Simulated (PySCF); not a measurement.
SMILES FC(F)(CCC(F)(F)F)F (C4H4F6) (GFN2-xTB optimised geometry):

```
14

F      2.288    -0.888    -1.234
C      1.784     0.354    -1.244
F      2.292     0.980    -0.172
F      2.282     0.967    -2.323
C      0.266     0.356    -1.243
C     -0.267    -0.357     0.000
C     -1.786    -0.357     0.000
F     -2.292     0.885     0.000
F     -2.291    -0.974    -1.077
F     -2.283    -0.979     1.074
H     -0.070    -0.147    -2.153
H     -0.068     1.396    -1.268
H      0.067    -1.396     0.025
H      0.068     0.147     0.910
```

Computed with CAM-B3LYP/def2-TZVP (PySCF).

Q: What are the frontier orbital energies and the dipole moment?

A: HOMO-2 -13.15 eV, HOMO-1 -12.75 eV, HOMO -12.27 eV, LUMO 1.94 eV, LUMO+1 2.61 eV; dipole moment 0.00 D.

Meta-Löwdin charges at CAM-B3LYP/def2-TZVP: F1 -0.28, C2 0.80, F3 -0.28, F4 -0.28, C5 -0.24, C6 -0.24, C7 0.80, F8 -0.28, F9 -0.28, F10 -0.28, H11 0.14, H12 0.14, H13 0.14, H14 0.14.
